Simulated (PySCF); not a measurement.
Computed shifts of a molecule C2H6ClFSi, PBE/pcSseg-1 (PySCF), GIAO, gas phase, atoms alike by connectivity averaged where their shifts nearly agree, in ppm (number of nuclei): ²⁹Si: 24.1 (1). ¹⁹F: -186.5 (1). ¹³C: 17.7 (1), 7.6 (1). ¹H: 6.03 (1), 1.45 (3), 1.31 (1), 0.89 (1). References: ²⁹Si against TMS (σ = 335.4 ppm); ¹⁹F against CFCl3 (σ = 133.6 ppm); ³⁵Cl against HCl (σ = 936.5 ppm); ¹³C against TMS (σ = 182.0 ppm); ¹H against TMS (σ = 31.49 ppm), references at their B3LYP-D3(BJ)/def2-TZVP geometries, non-relativistic (without spin–orbit terms, shifts of atoms bonded to Cl or Br come out too high). Geometry optimised at PBE0-D3(BJ)/def2-SVP. The values are those of a single conformer.

Task: Pick the molecule that these values belong to.
A) C[Si@H](Cl)CF
B) F[C@H]([SiH3])CCl
C) F[SiH2]CCCl
D) CC[SiH](F)Cl

Result: D, CC[SiH](F)Cl
